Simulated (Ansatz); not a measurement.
`[GaH2][SeH]` + `[OH][AlH2]` → `[AlH2][O][GaH2]` + H₂Se at 600 K and 1 bar (ligand exchange at a Ga–Se bond).

Isolated molecules relaxed with PBE0-D4/def2-TZVP in Ansatz; ΔE leaves out vibrations. CCSD(T)/CBS adds triple-zeta CCSD(T) − MP2 to the extrapolated MP2 energy (def2 sets, frozen cores). This one scheme is used for every species. For Ga, Se outer-core shells are correlated without core-valence functions, which leaves a few kJ/mol of doubt a bond. Scalar relativity is left out up to krypton.

```
          species  CCSD(T)/CBS energy (Eh)  H − E (kJ/mol)  S (J/(mol·K))
    `[GaH2][SeH]`              -4326.46797            92.9          342.3
     `[OH][AlH2]`               -319.03157           103.2          300.4
`[AlH2][O][GaH2]`              -2243.58748           131.4          400.6
             H₂Se              -2401.89790            57.0          244.8
```

H − E and S are ideal-gas, rigid-rotor, harmonic terms from PBE0-D4/def2-TZVP. 1 Eh = 2625.50 kJ/mol, R = 8.31446 J/(mol·K).

By hand: ΔE, ΔH, ΔS and ΔG.

ΔE = (-2243.58748) + (-2401.89790) − (-4326.46797) − (-319.03157) = 0.01416 Eh = 37.2 kJ/mol. Δ(H − E) = 131.4 + 57.0 − 92.9 − 103.2 = -7.7, so ΔH = 29.5 kJ/mol. ΔS = 400.6 + 244.8 − 342.3 − 300.4 = 2.7 J/(mol·K). ΔG = 29.5 − 600 × (2.7)/1000 = 27.9 kJ/mol.

By hand: the equilibrium constant, and the temperature at which ΔG would vanish if ΔH and ΔS stayed fixed.

log₁₀ K = −ΔG/(RT ln 10) = -2.4. ΔG = 0 at ΔH/ΔS = 10926 K, far beyond where these terms or the molecules hold.

The number of gas molecules stays the same, so ΔS is small and ΔH decides. A doubt of 5 kJ/mol in ΔE shifts log₁₀ K by 0.4 here. These are equilibria of isolated gas molecules and say nothing of rates. Largest T1 diagnostic: 0.015 (customary marks: 0.02 for closed shells, 0.045 for open ones).
